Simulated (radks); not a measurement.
Results of a calculation; reference values are marked as such.
All-electron atom: Sb+ in [Kr] 4d10 5s1.75 5p2 5d0.25 (fractional occupations, a model configuration).

Code: a radial shooting solver on a logarithmic mesh with Libxc functionals. Model: Dirac Kohn-Sham, BLYP, spin-unpolarised, spherical densities, finite nucleus; open shells are shared between the two j in proportion to 2j + 1; Fermi nuclear charge, rms radius 4.6802 fm.

Energy parts (eV):
part                       energy
total                 -176424.952
kinetic                186167.786
electron-nucleus      -427905.464
Hartree                 69964.805
exchange-correlation    -4652.079

Orbitals (lengths in bohr, moments of r in powers of bohr; r(max) is where P^2 peaks):
orbital      occ.  eigenvalue (eV)      <r^4>   r(max)     <r^2>      <r>  small-component weight
1s1/2           2        -30297.40  3.125e-06  0.01835  0.001094  0.02842                3.52e-02
2s1/2           2        -4617.216  0.0005386   0.1038   0.01767   0.1222                7.47e-03
2p1/2           2        -4320.750  0.0003460  0.07982   0.01311   0.1032                7.49e-03
2p3/2           4        -4068.811  0.0004095  0.08443   0.01441   0.1087                7.14e-03
3s1/2           2        -912.7410    0.02381   0.3001    0.1249   0.3303                2.18e-03
3p1/2           2        -791.5124    0.02296   0.2865    0.1197   0.3209                2.12e-03
3p3/2           4        -745.0370    0.02618   0.2969    0.1281   0.3322                2.02e-03
3d3/2           4        -530.7898    0.02200   0.2425    0.1092   0.3034                1.91e-03
3d5/2           6        -521.1292    0.02293   0.2454    0.1117   0.3070                1.88e-03
4s1/2           2        -158.1852     0.7426   0.7227    0.7071   0.7905                6.00e-04
4p1/2           2        -117.1738     0.9645   0.7456    0.7909   0.8321                5.39e-04
4p3/2           4        -108.5500      1.110   0.7701    0.8475   0.8614                5.09e-04
4d3/2           4         -43.7138      2.700   0.8412     1.229    1.020                3.64e-04
4d5/2           6         -42.4636      2.849   0.8504     1.261    1.034                3.56e-04
5s1/2        1.75         -21.4375      41.21    1.861     5.182    2.140                9.39e-05
5p1/2    0.666667         -13.1653      92.03    2.168     7.566    2.573                6.42e-05
5p3/2     1.33333         -12.3945      107.3    2.254     8.174    2.675                5.95e-05
5d3/2         0.1          -3.9239       1307    3.918     27.45    4.852                1.76e-05
5d5/2        0.15          -3.8861       1355    3.963     27.98    4.899                1.74e-05
6s1/2           0          -5.0882       1785    5.013     34.87    5.573                1.69e-05

The highest occupied level is 5d5/2 at -3.886 eV. The configuration is held as typed, so some empty levels lie below it. The electron density at the nucleus is 2.09e+05 e/bohr^3. Summed over all electrons, <r^2> = 53.06 bohr^2, which gives a Langevin (diamagnetic) susceptibility term of -42 x 10^-6 cm^3/mol. The density falls to 0.001 e/bohr^3 at r = 4.38 bohr.
